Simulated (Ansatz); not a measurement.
Diphenyliodonium hydroxide (C₁₂H₁₁IO). Total charge 0; singlet. Geometry PBE-D4/def2-SVP.

```xyz
25

O    -0.6976    1.1081    0.9788
H    -0.0257    1.1020    1.6947
C    -1.7229   -3.7597    2.8288
C    -0.7218   -4.0511    1.8887
C    -0.2289   -3.0333    1.0526
C    -0.7453   -1.7375    1.1682
I     0.1059   -0.3373   -0.3797
C     0.7944    1.5369   -1.4219
C     1.6373    1.2421   -2.4992
C     2.1330    2.2895   -3.2959
C     1.7799    3.6164   -3.0030
C     0.9329    3.8950   -1.9179
C     0.4319    2.8533   -1.1163
C    -1.7431   -1.4304    2.1012
C    -2.2313   -2.4545    2.9323
H    -2.1077   -4.5548    3.4855
H    -0.3166   -5.0719    1.8069
H     0.5607   -3.2635    0.3145
H     1.9181    0.1978   -2.7294
H     2.7986    2.0653   -4.1442
H     2.1679    4.4378   -3.6245
H     0.6544    4.9363   -1.6906
H    -0.2320    3.0426   -0.2628
H    -2.1227   -0.4018    2.1654
H    -3.0195   -2.2275    3.6676
```

In the def2 sets I takes a core potential; there is no spin–orbit coupling.

**Question.** Estimate the orbital energies around the gap (eV) in Ansatz with PBE-D4/def2-SVP, PBE-D4/def2-TZVP, BLYP-D4/def2-TZVP, r2SCAN-D4/def2-TZVP, PBE0-D4/def2-SVP.

**Answer.** 
```tsv
orbital	PBE-D4/def2-SVP	PBE-D4/def2-TZVP	BLYP-D4/def2-TZVP	r2SCAN-D4/def2-TZVP	PBE0-D4/def2-SVP
HOMO−5	-6.48	-6.63	-6.47	-6.95	-8.15
HOMO−4	-6.33	-6.43	-6.22	-6.62	-7.43
HOMO−3	-6.28	-6.37	-6.16	-6.56	-7.34
HOMO−2	-6.16	-6.29	-6.10	-6.51	-7.29
HOMO−1	-5.78	-5.87	-5.68	-6.05	-6.83
HOMO	-5.40	-5.49	-5.35	-5.66	-6.43
LUMO	-2.99	-3.11	-2.99	-3.04	-2.24
LUMO+1	-1.29	-1.45	-1.27	-1.29	-0.44
LUMO+2	-1.21	-1.37	-1.20	-1.19	-0.31
LUMO+3	-1.15	-1.32	-1.14	-1.14	-0.25
LUMO+4	-0.94	-1.10	-0.93	-0.91	-0.03
LUMO+5	-0.23	-0.43	-0.30	-0.17	0.62
```
